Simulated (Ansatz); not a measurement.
One change: `NB(N)O[SiH3]` becomes `NB(Br)O[SiH3]`.

Ansatz, PBE0-D4/def2-TZVP geometries, multiplicity 1. Each molecule was computed in one conformer, which needn't be the lowest.

Scalar relativity is left out up to krypton.

```tsv
property	`NB(N)O[SiH3]`
HOMO energy (ωB97M-V/def2-TZVPP) / eV	-9.36
HOMO–LUMO gap (PBE/def2-TZVPP) / eV	5.10
HOMO–LUMO gap (PBE0/def2-TZVPP) / eV	7.36
ideal-gas entropy at 298 K and 1 bar (rigid rotor, harmonic PBE0-D4/def2-TZVP) / J/(mol·K)	365
LUMO energy (PBE/def2-TZVPP) / eV	-0.45
size of the dipole moment (PBE/def2-TZVPP) / D	1.68
```

Task: What does the change do to each property? (Estimate.)

Result: Computed: 
| property | `NB(Br)O[SiH3]` | shift |
| --- | --- | --- |
| HOMO energy (ωB97M-V/def2-TZVPP) / eV | -10.28 | -0.92 |
| HOMO–LUMO gap (PBE/def2-TZVPP) / eV | 6.01 | 0.91 |
| HOMO–LUMO gap (PBE0/def2-TZVPP) / eV | 8.20 | 0.84 |
| ideal-gas entropy at 298 K and 1 bar (rigid rotor, harmonic PBE0-D4/def2-TZVP) / J/(mol·K) | 363 | -2 |
| LUMO energy (PBE/def2-TZVPP) / eV | -0.65 | -0.20 |
| size of the dipole moment (PBE/def2-TZVPP) / D | 2.01 | 0.33 |

With PBE0 the HOMO falls by 1.04 eV and the LUMO falls by 0.20 eV, so the gap widens by about 0.84 eV. PBE moves the HOMO by -1.11 eV and ωB97M-V by -0.92 eV. The zero-point energy changes by -66.5 kJ/mol with -6 modes. Dipoles are sizes alone; their direction can turn. Modes under 60 cm⁻¹, often nearly free rotors, make the harmonic entropy too high.

Spin–orbit coupling is left out; it splits and shifts lone-pair levels of the heavy atoms by tenths of an eV.
